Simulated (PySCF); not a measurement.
Finite-field polarisability of I- (iodine, charge -1)

[Xe], closed-shell 1S. Calculation: PySCF 2.14, in aug-cc-pwCVTZ-PP with ECP28MDF (8s7p6d4f1g, 96 functions); a scalar-relativistic core potential. Frozen: 4s2 4p6 4d10. Energy changes in a uniform field (μhartree):

```csv
axis,F (au),HF,MP2,CCSD,CCSD(T)
x,0.0019,-102.596,-109.617,-109.247,-111.170
x,0.0038,-410.581,-438.711,-437.237,-444.948
```

(1) Derive α along x at CCSD(T) from the two fields.

(2) And the mean polarisability at each level?

The polarisability of an anion needs two sets of diffuse s and p functions; this basis lacks them, so these values show the method and not the converged property.

Answers

(1) With ΔE = −αF²/2 − γF⁴/24, α = −(16 ΔE(F) − ΔE(2F))/(6F²) = 61.58 bohr³.

(2) HF 56.83, MP2 60.72, CCSD 60.51, CCSD(T) 61.58 bohr³.
